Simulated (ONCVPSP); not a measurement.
Which change was made? (Rh, ONCV)

- Element: rhodium (Rh)
- Generator: ONCVPSP 4.0.1
- Type: optimised norm-conserving Vanderbilt (ONCV)
- Functional: PBE
- Relativity: fully relativistic
- Frozen core: [Ar] 3d10
- Valence charge: 17
- Reference configuration: 4s2 4p6 4d8 5s1
- Partial waves: 4s+5s: rc 1.50 bohr, ncon 4, nbas 8, qcut 6 1/bohr, 3 projectors, debl 2.7 Ha; 4p: rc 1.15 bohr, ncon 4, nbas 7, qcut 7.4 1/bohr, 3 projectors, debl 1.3 Ha; 4d: rc 2.15 bohr, ncon 4, nbas 9, qcut 7.9 1/bohr, 2 projectors, debl 1.2 Ha
- Local potential: polynomial inside 0.90 bohr (lpopt 5, dvloc0 3 Ha)
- Core correction: none

Open shells are filled in proportion to 2j + 1.

In the p channel the program set the typed energies aside and used -1.807, 0.250, 1.550 Ha (j = l + 1/2; the other j can differ).

Cutoffs, loose and tight: the cutoffs (Ha) at which the residual kinetic energy of the hardest occupied pseudo-wave falls to 1 and 0.1 mHa per electron. They do not see the model core or the augmentation charge, which bear on the density cutoff. Test errors are all-electron minus pseudo excitation energies from the reference, over the configurations 4s2 4p6 4d8 5s0; 4s2 4p6 4d7 5s0; 4s2 4p6 4d6 5s0; 4s2 4p6 4d9 5s0; variants that change the core or the reference have their own tests.

The base gives: outcome: generated, projector energies reset by the program; cutoff, loose: 84 Ha; cutoff, tight: 110 Ha; bound ghosts: p3/2; GHOST(+) flags above zero: s, p1/2; largest test error (meV): +29.

(1) After one change the result is: outcome: generated, projector energies reset by the program; cutoff, loose: 84 Ha; cutoff, tight: 110 Ha; bound ghosts: p3/2; GHOST(+) flags above zero: s, d5/2, p1/2, d3/2; largest test error (meV): +187. Which change was it?
A. d: rc 1.8
B. d: rc 3.1
C. d: rc 2.7

Results:

(1) B. The others give: d: rc 1.8 → outcome: generated, projector energies reset by the program; cutoff, loose: 84 Ha; cutoff, tight: 110 Ha; bound ghosts: p3/2; GHOST(+) flags above zero: s, p1/2; largest test error (meV): +8.0 | d: rc 2.7 → outcome: generated, projector energies reset by the program; cutoff, loose: 84 Ha; cutoff, tight: 110 Ha; bound ghosts: p3/2; GHOST(+) flags above zero: s, p1/2; largest test error (meV): +119.
